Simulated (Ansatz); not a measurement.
Species: C2H6BrGa, net charge 0, singlet state. 
Structure (B3LYP-D3(BJ)/def2-TZVP (Ansatz, an electronic-structure program) minimum search):
```
Ga
C 1 1.9690
H 2 1.0896 1 111.97
H 2 1.0909 3 109.29 1 -121.24
H 2 1.0909 3 109.29 4 -117.52
C 1 1.9690 2 132.81 3 0.00
H 6 1.0896 1 111.97 2 0.00
H 6 1.0909 7 109.29 1 121.24
H 6 1.0909 7 109.29 8 117.52
Br 1 2.3420 2 113.59 3 180.00
```
Charge 0, spin multiplicity 1.

Quantity: vertical triplet-singlet gap (E(triplet) - E(singlet); each state is the SCF solution reached for its spin; for the triplet the Hartree-Fock reference is unstable and T1 is 0.024), in kcal/mol. Cores are frozen in the correlated levels unless marked. UHF or UKS for open shells. No spin-orbit coupling. The frozen core is the preceding noble-gas configuration, with the filled d and f shells of earlier blocks. No relativistic terms.  The program attaches cautions to a run behind CCSD/aug-cc-pVTZ: other roots. The program attaches cautions to a run behind CCSD(T)/aug-cc-pVDZ: other roots. The program attaches cautions to a run behind CCSD(T)/aug-cc-pVTZ: other roots.

```json
[
 {"level": "HF/aug-cc-pVQZ", "program": "Ansatz", "vertical triplet-singlet gap (kcal/mol)": "125.6"},
 {"level": "RI-HF/aug-cc-pVTZ", "program": "Ansatz", "vertical triplet-singlet gap (kcal/mol)": "125.8"},
 {"level": "PBE/def2-TZVPD", "program": "Ansatz", "vertical triplet-singlet gap (kcal/mol)": "105.5"},
 {"level": "B3LYP/def2-TZVPD", "program": "Ansatz", "vertical triplet-singlet gap (kcal/mol)": "113.1"},
 {"level": "BHLYP/def2-TZVPD", "program": "Ansatz", "vertical triplet-singlet gap (kcal/mol)": "123.0"},
 {"level": "CAM-B3LYP/def2-TZVPD", "program": "Ansatz", "vertical triplet-singlet gap (kcal/mol)": "120.8"},
 {"level": "wB97M-V/def2-TZVPD", "program": "Ansatz", "vertical triplet-singlet gap (kcal/mol)": "124.1"},
 {"level": "wB97X-V/def2-TZVPD", "program": "Ansatz", "vertical triplet-singlet gap (kcal/mol)": "127.0"},
 {"level": "B2PLYP/def2-TZVPD", "program": "Ansatz", "vertical triplet-singlet gap (kcal/mol)": "119.7"},
 {"level": "RI-MP2/aug-cc-pVTZ", "program": "Ansatz", "vertical triplet-singlet gap (kcal/mol)": "135.5"},
 {"level": "RI-MP2/aug-cc-pVQZ", "program": "Ansatz", "vertical triplet-singlet gap (kcal/mol)": "136.2"},
 {"level": "CCSD/aug-cc-pVTZ", "program": "Ansatz", "vertical triplet-singlet gap (kcal/mol)": "128.1"},
 {"level": "CCSD(T)/aug-cc-pVDZ", "program": "Ansatz", "vertical triplet-singlet gap (kcal/mol)": "124.0"},
 {"level": "CCSD(T)/aug-cc-pVTZ", "program": "Ansatz", "vertical triplet-singlet gap (kcal/mol)": "124.8"}
]
```
